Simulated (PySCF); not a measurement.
Si(H)3(nPr) (C3H10Si), SMILES [SiH3]CCC. Geometry: B3LYP-D3(BJ)/def2-SVP. One conformer was computed; it need not be the lowest.

### Question
Give the equilibrium geometry at B3LYP-D3(BJ)/def2-SVP (PySCF confirms it by a frequency run) as bond lengths and angles, and its point group. (The exact figures need the calculation; the answer reports its results.)

### Answer
One answer among several that fit: point group Cs.
Atoms: Si1 C2 C3 C4 H5 H6 H7 H8 H9 H10 H11 H12 H13 H14. Bonds (Å): Si1–C2 1.891, Si1–H5 1.494, Si1–H6 1.494, Si1–H7 1.494, C2–C3 1.536, C2–H8 1.105, C2–H9 1.105, C3–C4 1.529, C3–H10 1.105, C3–H11 1.105, C4–H12 1.103, C4–H13 1.102, C4–H14 1.103. Bond angles (°): C2–Si1–H5 110.6, C2–Si1–H6 110.5, C2–Si1–H7 110.5, H5–Si1–H6 108.5, H5–Si1–H7 108.5, H6–Si1–H7 108.1, Si1–C2–C3 114.6, Si1–C2–H8 108.0, Si1–C2–H9 108.0, C3–C2–H8 110.0, C3–C2–H9 110.0, H8–C2–H9 105.7, C2–C3–C4 113.2, C2–C3–H10 109.5, C2–C3–H11 109.5, C4–C3–H10 109.4, C4–C3–H11 109.4, H10–C3–H11 105.7, C3–C4–H12 111.1, C3–C4–H13 111.6, C3–C4–H14 111.1, H12–C4–H13 107.7, H12–C4–H14 107.4, H13–C4–H14 107.7.
